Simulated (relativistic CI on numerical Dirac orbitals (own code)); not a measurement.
**One change at a time: Tm23+**

Base calculation: Dirac-Coulomb-Breit CI, orbitals from a KLI potential per configuration, QED by a radiative potential, unscaled Slater integrals.

CI space (outside the closed core [Ar] 3d10): 4s²4p⁶4d¹⁰, 4s²4p⁶4d⁹4f, 4s²4p⁵4d¹⁰4f, 4s²4p⁶4d⁹5s, 4s4p⁶4d¹⁰4f, 4s²4p⁶4d⁹5p, 4s²4p⁶4d⁹5d, 4s²4p⁵4d¹⁰5s, 4s²4p⁶4d⁹5f, 4s²4p⁵4d¹⁰5p, 4s²4p⁶4d⁹6s, 4s²4p⁶4d⁹5g, 4s²4p⁶4d⁹6p, 4s²4p⁶4d⁹6d, 4s²4p⁵4d¹⁰5d, 4s4p⁶4d¹⁰5s, 4s²4p⁶4d⁹6f, 4s²4p⁶4d⁹7s, 4p⁶4d¹⁰4f², 4p⁶4d⁹4f³, 4p⁵4d¹⁰4f³, 4p⁶4d⁹4f²5s, 4p⁶4d⁹4f²5p, 4p⁶4d⁹4f²5d. Double excitations out of closed p, d and f shells are left out; levels of such configurations are missing from the list, as are those of other unlisted configurations, and high levels can miss mixing partners. These lack a partner that the ground configuration has and come out too high: 4s²4p⁵4d¹⁰5s, 4s²4p⁶4d⁹5f, 4s²4p⁵4d¹⁰5p, 4s²4p⁶4d⁹6s, 4s²4p⁶4d⁹5g.

Variants: (1) valence Slater integrals scaled by 0.9; (2) one mean potential for all configurations; (3) non-relativistic limit. Shifts of the energy above 4s²4p⁶4d¹⁰ ¹S0, in cm⁻¹, for the lowest level and the first level of each name with at least 55 % of one term (blank where a level changes its place among those of its configuration and J or its character, or is not in the variant):

| Level | Base | Δ(1) | Δ(2) | Δ(3) |
| --- | --- | --- | --- | --- |
| 4s²4p⁶4d¹⁰ ¹S0 | 0 | 0 | 0 | 0 |
| 4s²4p⁶4d⁹4f ³P°0 | 1328954 | +7216 | -998 | +2614 |
| 4s²4p⁶4d⁹4f ³P°1 | 1341811 | +6589 | -998 | -10243 |
| 4s²4p⁶4d⁹4f ³P°2 | 1367509 | +5070 | -998 | -35941 |
| 4s²4p⁶4d⁹4f ³H°5 | 1378556 | +2359 | -991 | -8854 |
| 4s²4p⁶4d⁹4f ³H°6 | 1383578 | +3295 | -991 | -13877 |
| 4s²4p⁶4d⁹4f ³F°3 | 1398707 | +546 | -993 |  |
| 4s²4p⁶4d⁹4f ³F°4 | 1416663 | +350 | -994 | -20327 |
| 4s²4p⁶4d⁹4f ³G°5 | 1429658 | -1107 | -993 |  |
| 4s²4p⁶4d⁹4f ³D°1 | 1434905 | +1005 | -997 | -38773 |
| 4s²4p⁶4d⁹4f ³H°4 | 1463343 | +1441 | -993 |  |
| 4s²4p⁶4d⁹4f ³G°3 | 1502242 | -883 | -996 | -80963 |
| 4s²4p⁶4d⁹4f ¹F°3 | 1520119 | -3328 | -1001 | -67830 |
| 4s²4p⁶4d⁹4f ¹P°1 | 1804677 | -35322 | -1245 | -46393 |
| 4s²4p⁶4d⁹5s ³D3 | 2107361 | +706 | +2936 | +261447 |
| 4s²4p⁶4d⁹5s ³D1 | 2194210 | +650 | +3396 | +174599 |
| 4s²4p⁶4d⁹5p ³P°2 | 2400320 | +1449 | +3150 | +216829 |
| 4s²4p⁶4d⁹5p ³F°2 | 2489465 | +891 | +3650 | +142952 |
| 4s²4p⁶4d⁹5p ³F°4 | 2544644 | +1067 | +3602 | +87773 |
| 4s²4p⁶4d⁹5p ¹P°1 | 2553565 | +275 | +3961 | +99600 |
| 4s²4p⁶4d⁹5p ¹D°2 | 2553787 | -59 | +3713 | +102502 |
| 4s²4p⁶4d⁹5p ³D°3 | 2564731 | -1071 | +3829 |  |

At this charge energies of transitions that change n are usually good to better than 1 %, and those within a shell (Δn = 0) to a few per cent.

Ionisation energy from the two ground configurations alone: base 824.946 eV. The NIST ASD value (theoretical) is 825 eV.

LS names give the leading component of a level, which can be under half, so a name can repeat, a term be missing and a line seem to break the LS rules.
